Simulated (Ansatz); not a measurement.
`C=N[AsH]C` + `N[SiH3]` → `C[AsH]N[SiH3]` + `C=N` at 600 K and 1 bar (ligand exchange at the As–N bond).

Computed with Ansatz on PBE0-D4/def2-TZVP structures; ΔE is electronic, products minus reactants. CCSD(T)/CBS is the MP2 limit (def2-TZVPP, def2-QZVPP) plus CCSD(T) − MP2 in def2-TZVPP, frozen cores. This one scheme is used for every species. For As outer-core shells are correlated without core-valence functions, which leaves a few kJ/mol of doubt a bond. Scalar relativity is left out up to krypton. One conformer a species, not always the lowest.

| species | CCSD(T)/CBS energy (Eh) | H − E (kJ/mol) | S (J/(mol·K)) |
| --- | --- | --- | --- |
| `C=N[AsH]C` | -2369.38832 | 251.8 | 407.3 |
| `N[SiH3]` | -346.80422 | 170.6 | 320.8 |
| `C[AsH]N[SiH3]` | -2621.67089 | 294.2 | 464.2 |
| `C=N` | -94.52360 | 129.6 | 259.4 |

H − E and S are ideal-gas, rigid-rotor, harmonic terms from PBE0-D4/def2-TZVP, for one conformer and one mirror image of each species. 1 Eh = 2625.50 kJ/mol, R = 8.31446 J/(mol·K).

Question: By hand: ΔE, ΔH, ΔS and ΔG.

Answer: ΔE = (-2621.67089) + (-94.52360) − (-2369.38832) − (-346.80422) = -0.00195 Eh = -5.1 kJ/mol. Δ(H − E) = 294.2 + 129.6 − 251.8 − 170.6 = 1.4, so ΔH = -3.7 kJ/mol. ΔS = 464.2 + 259.4 − 407.3 − 320.8 = -4.5 J/(mol·K). ΔG = -3.7 − 600 × (-4.5)/1000 = -1.0 kJ/mol.

Question: By hand: the equilibrium constant, and the temperature at which ΔG would vanish if ΔH and ΔS stayed fixed.

Answer: log₁₀ K = −ΔG/(RT ln 10) = 0.1. ΔG = 0 at ΔH/ΔS = 822 K, though so small a ΔH makes that figure unsure.

TΔS isn't small against ΔH here. The sign of ΔG lies within the doubt. A doubt of 5 kJ/mol in ΔE shifts log₁₀ K by 0.4 here. Other conformers and mirror images would add mixing entropy, several J/(mol·K) or more a flexible species. These are equilibria of isolated gas molecules and say nothing of rates. Largest T1 diagnostic: 0.012 (customary marks: 0.02 for closed shells, 0.045 for open ones).
